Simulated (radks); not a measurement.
Results of a calculation; reference values are marked as such.
Question: Ionisation of neutral aluminium, [Ne] 3s2 3p1, to [Ne] 3s2 as the strength of local exchange is varied. Code: a radial shooting solver on a logarithmic mesh with Libxc functionals. Model: scalar-relativistic Kohn-Sham, Slater X-alpha exchange (alpha = 2/3 is LDA exchange), no correlation, spin-polarised, spherical densities, point nucleus; open shells are filled with parallel spins first.

| alpha | E(Al) (hartree) | exchange (hartree) | IE (eV) | -e of the level emptied (eV) | <r> of it (bohr) |
|---|---|---|---|---|---|
| 0.558 | -238.13467 | -13.67272 | 4.477 | 1.769 (3p) | 3.827 |
| 0.783 | -243.70302 | -19.56414 | 5.934 | 3.022 (3p) | 3.342 |
| 0.843 | -245.20625 | -21.17152 | 6.356 | 3.401 (3p) | 3.241 |
| 0.929 | -247.37429 | -23.50205 | 6.987 | 3.977 (3p) | 3.112 |
| 0.931 | -247.42490 | -23.55662 | 7.002 | 3.991 (3p) | 3.109 |
| 0.937 | -247.57678 | -23.72044 | 7.047 | 4.033 (3p) | 3.100 |
| x | -240.81865 | -16.49988 | 5.157 | 2.341 (3p) | 3.567 |

Which alpha was used in the last row?

Answer: alpha = 0.667. NIST Atomic Spectra Database: 5.986 eV (measured). The Delta-SCF value meets it near alpha = 0.79. Open shells are spherical and high-spin; term and fine-structure splittings are not resolved.
